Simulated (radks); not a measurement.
Results of a calculation; reference values are marked as such.
Question: These are the eigenvalues of the occupied orbitals of an atom or ion with whole-number occupations (eV). Level of theory: scalar-relativistic Kohn-Sham, PBEsol, spin-unpolarised, spherical densities, finite nucleus; Fermi nuclear charge, rms radius of each element as measured or else 0.836 A^(1/3) + 0.57 fm (a radial shooting solver on a logarithmic mesh with Libxc functionals).

orbital  eigenvalue
1s        -53628.86
2s        -8931.174
2p        -7926.565
3s        -1987.777
3p        -1679.288
3d        -1282.104
4s        -392.8796
4p        -291.2914
4d        -152.8988
5s         -48.9484
5p         -25.3802
6s          -3.7644
4f          -3.1564

Which element is it, and in what charge state? The configuration may be excited.

Answer: Z = 66, dysprosium, charge 0: Dy in [Xe] 4f10 6s2. The list shows which subshells hold electrons but not how many an open one holds; the 1s level, -1970.8 hartree, gives Z - s = 62.8 by -(Z - s)^2/2, which with screening and relativity narrows Z to a few neighbours, and the depths of the outer levels then fix element, charge and occupations together.
